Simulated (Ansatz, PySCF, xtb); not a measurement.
Pair of molecules: H2S (SMILES S) (first 3 atoms) with CH3F (SMILES CF); geometry from B3LYP-D3(BJ)/def2-TZVP, rigid monomers moved along the line of their centres of mass till H3···F5 is 2.61 Å.
(charge 0, multiplicity 1):
```xyz
8

S     -1.019     0.176    -0.216
H      0.062     0.849    -0.644
H     -0.301    -0.537     0.669
C      0.101     0.277     3.825
F      0.640    -0.785     3.095
H      0.922     0.851     4.254
H     -0.487     0.897     3.148
H     -0.529    -0.132     4.614
```

Interaction energies are E(AB) − E(A) − E(B) at the monomers' geometry in the complex; basis-set methods are counterpoise corrected.

Codes used: Ansatz (Gaussian orbitals); PySCF for the dispersion terms; xtb for the GFN methods. Each number belongs to the level named beside it.

### Question
One of these levels gives -9.0 kJ/mol for the interaction energy. Which?
A) PBE-D4/def2-TZVPPD
B) HF/aug-cc-pV(D+d)Z
C) GFN-FF

### Answer
A, PBE-D4/def2-TZVPPD. The others give -6.9 (GFN-FF), -4.3 (HF/aug-cc-pV(D+d)Z)

Ansatz is a program for electronic structure.
